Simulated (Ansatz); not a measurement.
CH10ClNSi3, SMILES Cl[Si@@]([SiH2][SiH3])(N)C.

Geometry optimised at B3LYP-D3(BJ)/def2-SVP. The structure was generated by enumeration; whether it is a known compound was not checked. One conformer was computed; it need not be the lowest.

Two levels are set side by side: PBE/def2-SVPD (Ansatz, a quantum-chemistry and plane-wave program) and CAM-B3LYP/def2-SVPD (Ansatz). Energy differences of separate SCF runs at the same geometry; the states with an electron removed or added have multiplicity 2 and 2. Differences are taken from unrounded values.

```tsv
quantity	PBE
vertical ionisation energy (eV)	8.95
vertical singlet–triplet gap (eV)	5.25
```

Question: These are the PBE values. What does CAM-B3LYP give? (An estimate is asked for; the answer gives what the named calculation found.)

Answer: 
```csv
quantity,CAM-B3LYP,PBE minus CAM-B3LYP
vertical ionisation energy (eV),9.53,-0.57
vertical singlet–triplet gap (eV),5.93,-0.68
```
